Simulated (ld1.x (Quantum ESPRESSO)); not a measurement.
**What one change does to a pseudopotential (europium, TM)**

* Element: Eu (Z = 63)
* Generator: ld1.x (Quantum ESPRESSO) 7.5
* Type: norm-conserving Troullier–Martins (Kleinman–Bylander form)
* Functional: PBEsol
* Relativity: scalar-relativistic
* Frozen core: [Xe]
* Valence charge: 9
* Reference configuration: 4f7 5d0 6s1 6p0 (charge +1)
* Partial waves: 6s (bound): rc 3.30 bohr; 6p (bound, empty): rc 3.60 bohr; 4f (bound): rc 1.00 bohr; 5d (bound, empty): rc 2.60 bohr
* Local potential: the d channel
* Core correction: Bessel-smoothed model core, default radius (core density twice the valence density)

All-electron outer shells of the reference configuration (PBEsol, scalar-relativistic, ld1.x):

```csv
shell,level (eV),outermost node (bohr),outermost maximum (bohr)
5s,-50.96,0.67,1.23
5p,-30.04,0.72,1.41
4f,-8.95,–,0.60
6s,-8.52,1.66,3.38
5d,-7.14,0.82,2.08
6p,-5.30,1.99,4.29
```

Change: core correction Bessel-smoothed model core inside 0.78 bohr.

Cutoffs: the cutoffs (Ry, on a coarse ladder) from which the occupation-weighted sum of valence levels, in a spherical-Bessel basis at the reference potential, stays within 10 and 1 mRy of its value at 400 Ry; they do not see the model core or the augmentation charge, which bear on the density cutoff. Errors are all-electron minus pseudo energies relative to the spin-unpolarised reference configuration.

Problem. What does the change do?

Solution. Both files keep a bound ghost (p, s); the errors of the 6 common tests hardly move. The default core radius of the base comes out at 2.60 bohr. A model core, the more so a compact one, raises the density cutoff, which this test does not measure.

| quantity | base | changed |
| --- | --- | --- |
| cutoff, loose | over 300 Ry | over 300 Ry |
| cutoff, tight | over 300 Ry | over 300 Ry |
| bound ghosts | s, p | s, p |
| tests counted (converged, no solver errors) | 6 of 7 | 6 of 7 |
| error for 4f7 5d0 6s2 6p0, meV [ΔE -6.04 eV] | -4.3 | -4.4 |
| error for 4f7 5d0 6s0 6p0, meV [ΔE 11.13 eV] | -32 | -32 |
| error for 4f6 5d0 6s0 6p0, meV [ΔE 35.57 eV] | -1548 | -1607 |
| error for 4f5 5d0 6s0 6p0, meV [ΔE 78.40 eV] | -7134 | -7522 |
| error for 4f7 5d1 6s0 6p0, meV [ΔE 1.54 eV] | -46 | -48 |
| error for 4f6 5d1 6s1 6p0, meV [ΔE 3.96 eV] | -819 | -879 |
| s: phases at 3.91 bohr within 0.05 rad from the reference energy up to (Ry; the scan ends near 5) | 1.0 | 1.0 |
| p: phases at 3.91 bohr within 0.05 rad from the reference energy up to (Ry; the scan ends near 5) | -0.2 | -0.2 |
| d: phases at 3.91 bohr within 0.05 rad from the reference energy up to (Ry; the scan ends near 5) | 3.9 | 3.9 |
| f: phases at 3.91 bohr within 0.05 rad from the reference energy up to (Ry; the scan ends near 5) | 0.4 | 0.4 |

Base: Tests not counted: 4f8 5d0 6s0 6p0 (solver errors, printed error -743 eV). These tests converged, but a pseudo level misses the all-electron one widely, so the file describes the atom poorly there or has found another state: 4f6 5d0 6s0 6p0: 4f by 3.4 eV (a node warning on the way); 4f5 5d0 6s0 6p0: 4f by 8.0 eV; 4f6 5d1 6s1 6p0: 4f by 2.2 eV. Changed file: Tests not counted: 4f8 5d0 6s0 6p0 (solver errors, printed error -761 eV). These tests converged, but a pseudo level misses the all-electron one widely, so the file describes the atom poorly there or has found another state: 4f7 5d0 6s0 6p0: empty 6p by 2.4 eV; 4f6 5d0 6s0 6p0: 4f by 3.5 eV (a node warning on the way); 4f5 5d0 6s0 6p0: 4f by 8.6 eV; 4f6 5d1 6s1 6p0: 4f by 2.4 eV. A true bound ghost makes a file unfit for plane-wave use even where its test errors are small: the radial tests pick states by their node count and pass the ghost by. Where a test does run into it, the solver fails or the error is huge.
